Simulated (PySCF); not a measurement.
# Cadmium: a sound run and one with changed settings

Sound run: Cd⁺ [Kr] 4d10 5s1, Cd²⁺ [Kr] 4d10. Calculation: PySCF 2.14, in x2c-SVPall (6s6p5d1f, 56 functions); the spin-free X2C one-electron Hamiltonian (Gaussian nucleus). In the sound run the correlated levels freeze [Kr]. The sound run starts from symmetry-adapted Hartree-Fock orbitals and uses a fine grid where one is needed.

Changed run: basis STO-3G, all-electron and non-relativistic. This setting is unsound on purpose.

| species | method | sound run (hartree) | changed run (hartree) | converged |
| --- | --- | --- | --- | --- |
| Cd⁺ | UHF | -5590.50566 | -5411.42102 | yes |
| Cd⁺ | r2SCAN | -5593.09850 | -5413.43093 | yes |
| Cd⁺ | BP86 | -5593.74156 | -5413.64323 | yes |
| Cd⁺ | MP2 | -5590.79574 | -5411.42305 | yes |
| Cd²⁺ | UHF | -5589.93396 | -5410.97188 | yes |
| Cd²⁺ | r2SCAN | -5592.47271 | -5412.95304 | yes |
| Cd²⁺ | BP86 | -5593.10260 | -5413.15536 | yes |
| Cd²⁺ | MP2 | -5590.19902 | -5410.97280 | yes |

Ionisation energy of Cd⁺:

```csv
method,sound run (eV),changed run (eV)
UHF,15.557,12.222
r2SCAN,17.029,13.004
BP86,17.387,13.276
MP2,16.238,12.252
SCS-MP2,16.135,12.257
```

A minimal basis cannot let orbitals breathe on ionisation and holds almost no correlation. The Hamiltonian changed with the basis, so the totals do not compare.

For comparison, NIST gives 16.908 eV between the lowest levels.
